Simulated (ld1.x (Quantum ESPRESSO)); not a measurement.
## Configuration tests for O (Z = 8) (TM)

| Item | Value |
| --- | --- |
| Element | oxygen |
| Generator | ld1.x (Quantum ESPRESSO) 7.5 |
| Type | norm-conserving Troullier–Martins (Kleinman–Bylander form) |
| Functional | PBE |
| Relativity | scalar-relativistic |
| Frozen core | [He] |
| Valence charge | 6 |
| Reference configuration | 2s1.5 2p4.5 |
| Partial waves | 2p (bound): rc 0.95 bohr; 2s (bound): rc 0.65 bohr |
| Local potential | the s channel |
| Core correction | none |

Energies are relative to the spin-unpolarised reference configuration 2s1.5 2p4.5; without spin polarisation the order of configurations can differ from experiment.

```csv
valence configuration,charge,ΔE all-electron (eV),error AE − PS (meV)
2s2 2p4,0,-7.470,+2.3
2s2 2p3,+1,8.960,+8.9
2s2 2p2,+2,42.547,+46
2s2 2p3.5,+0.5,-1.185,+4.2
2s1 2p4,+1,24.189,-2.7
2s2 2p1,+3,96.416,+204
2s1 2p5,0,7.480,+2.4
```
